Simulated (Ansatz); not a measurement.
Geometry optimisation, RKS BLYP/def2-SVP (Ansatz 0.2.0).

The input (input.yaml):

```yaml
crystal:
  periodic: [false, false, false]
  atoms:
    - { symbol: Al, position_ang: [0.032165, 0.247413, -0.028061] }
    - { symbol: H, position_ang: [-0.166043, 0.322194, 1.521302] }
    - { symbol: F, position_ang: [1.546032, 0.421185, -0.718923] }
    - { symbol: F, position_ang: [-1.279294, 0.059398, -1.050339] }
    - { symbol: "N", position_ang: [0.027022, -2.519729, 1.387802] }
    - { symbol: H, position_ang: [-0.684711, -2.69883, 0.666996] }
    - { symbol: H, position_ang: [0.96425, -2.640202, 0.981536] }
    - { symbol: H, position_ang: [-0.071421, -1.53753, 1.732387] }
basis:
  gaussian: { orbitals: def2-SVP }
hamiltonian:
  xc: blyp
relax:
  f_tol: 0.03
  max_steps: 50
output:
  orbitals: {}
```

Command:

```bash
$ ansatz run input.yaml --threads 1 --pin off --max-ram 2048MiB --backend cpu --events-out ev --progress --plain --runs-dir out
```

Problem. Where does it end, and by what steps?

Solution. The run converged. After 13 steps the energy has fallen by 1.409 eV; N5 moved furthest, 0.70 Å. Joined: Al1–N5 (3.11 → 2.07 Å).

```csv
step,energy less start (eV),largest force component (eV/Å),accepted
0,0.0000,0.824,yes
1,-0.0958,0.895,yes
2,-0.1654,1.331,yes
3,-0.2480,1.820,yes
4,-0.3957,0.938,yes
5,-0.4708,1.039,yes
6,-0.5861,1.445,yes
7,-0.7923,2.722,yes
8,-1.0237,2.836,yes
9,-1.3566,0.833,yes
10,-1.3202,1.001,no
11,-1.3980,0.339,yes
12,-1.4081,0.060,yes
13,-1.4086,0.017,yes
```

```xyz
8
Properties=species:S:1:pos:R:3
Al 0.009 -0.032 0.218
H -0.237 0.924 1.462
F 1.552 -0.049 -0.486
F -1.271 -0.279 -0.868
N 0.067 -1.961 0.965
H -0.670 -2.516 0.501
H 0.977 -2.381 0.717
H -0.060 -2.053 1.984
```

Whether the end is a true minimum wasn't checked by a vibrational analysis.

Time of the run: 28 s on 1 thread of Arm Neoverse V2 (shared host), peak memory 0.14 GiB.
